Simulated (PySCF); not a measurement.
Ne³⁺ (neon, charge +3): UHF calculation

Configuration: [He] 2s2 2p3, high-spin 4S determinant. Calculation: PySCF 2.14, in x2c-QZVPPall with one added diffuse shell each of s, p, d, f type (8s5p4d3f1g, 73 functions); scalar relativity by spin-free X2C-1e.

* Total energy: -124.247729 hartree
* One-electron energy: -157.3201 hartree
* Hartree (Coulomb) energy: 43.5983 hartree
* Exchange energy: -10.5259 hartree
* ⟨S²⟩: 3.7528
* ⟨L²⟩: 0.000
* Sum of ⟨r⟩: 4.134 bohr
* Sum of ⟨r²⟩: 3.617 bohr²
* Langevin diamagnetic susceptibility: -2.86 ×10⁻⁶ cm³/mol

| shell | electrons | mean orbital energy (eV) | rms radius, mean of both spins (bohr) |
| --- | --- | --- | --- |
| 1s α | 1 | -978.94 | 0.182 |
| 1s β | 1 | -972.75 | 0.182 |
| 2s α | 1 | -126.90 | 0.869 |
| 2s β | 1 | -106.96 | 0.869 |
| 2p α | 3 | -98.485 | 0.824 |

Spin-orbit constants ζ (cm⁻¹) from the X2C one-electron operator on these orbitals: bare nucleus, nucleus screened by l(l+1)(2l+1)/3 electrons, and screened by the Breit-Pauli mean field of the electrons.

| shell | bare | screened nucleus | mean field |
| --- | --- | --- | --- |
| 2p | 975.2 | 780.1 | 705.6 |
